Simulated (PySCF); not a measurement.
Electron correlation in Kr⁺ (krypton, charge +1)

[Ar] 3d10 4s2 4p5, 2P determinant. All numbers are calculated (PySCF 2.14, the non-relativistic Hamiltonian (point nucleus), in 6-31G* (5s4p3d, 32 functions)). Frozen: [Ar] 3d10; 7 electrons correlated.

MP2 pair energies summed by pair of shells (mhartree):

| pair | energy | share (%) |
| --- | --- | --- |
| 4p-4p | -64.01 | 69.5 |
| 4s-4p | -23.05 | 25.0 |
| 4s-4s | -5.04 | 5.5 |

Total MP2 correlation energy: -92.10 mhartree.

Same-spin part -23.55 and opposite-spin part -68.54 mhartree; SCS-MP2 scales them by 1/3 and 6/5 to -90.10 mhartree.

```json
{"level": "CCSD", "correlation energy (mhartree)": "-106.24"}
{"level": "(T)", "correlation energy (mhartree)": "-1.08"}
{"level": "CCSD(T)", "correlation energy (mhartree)": "-107.32"}
```

Diagnostics: T1 = 0.0047, D1 = 0.0167, largest double amplitude 0.050.

Cost of the coupled-cluster step: 0.37 s of wall time on 1 thread of AMD EPYC 7R43 64-Core Processor (shared host), for 7 correlated electrons.

Iterations:

```
CC2 = 0
CCSD nocc = (np.int64(4), np.int64(3)), nmo = (18, 18)
frozen orbitals [[0, 1, 2, 3, 4, 5, 6, 7, 8, 9, 10, 11, 12, 13], [0, 1, 2, 3, 4, 5, 6, 7, 8, 9, 10, 11, 12, 13]]
max_cycle = 100
direct = 0
conv_tol = 1e-08
conv_tol_normt = 1e-06
diis_space = 8
diis_start_cycle = 0
Init t2, MP2 energy = -0.0920955315810473
Init E_corr(UCCSD) = -0.0920955315955512
cycle = 1  E_corr(UCCSD) = -0.103462017039065  dE = -0.0113664854  norm(t1,t2) = 0.0290506
cycle = 2  E_corr(UCCSD) = -0.105434156928396  dE = -0.00197213989  norm(t1,t2) = 0.0087795
cycle = 3  E_corr(UCCSD) = -0.106249489424869  dE = -0.000815332496  norm(t1,t2) = 0.00324336
cycle = 4  E_corr(UCCSD) = -0.106233775727478  dE = 1.57136974e-05  norm(t1,t2) = 0.000297411
cycle = 5  E_corr(UCCSD) = -0.106236041022923  dE = -2.26529545e-06  norm(t1,t2) = 7.43612e-05
cycle = 6  E_corr(UCCSD) = -0.106235734987974  dE = 3.06034949e-07  norm(t1,t2) = 1.52585e-05
cycle = 7  E_corr(UCCSD) = -0.106235780800097  dE = -4.58121225e-08  norm(t1,t2) = 2.24054e-06
cycle = 8  E_corr(UCCSD) = -0.10623576787028  dE = 1.29298167e-08  norm(t1,t2) = 3.48022e-07
cycle = 9  E_corr(UCCSD) = -0.106235769386106  dE = -1.51582569e-09  norm(t1,t2) = 4.90996e-08
UCCSD converged
E(UCCSD) = -2751.301891923057  E_corr = -0.1062357693861058
UCCSD(T) correction = -0.00107516435748286
```
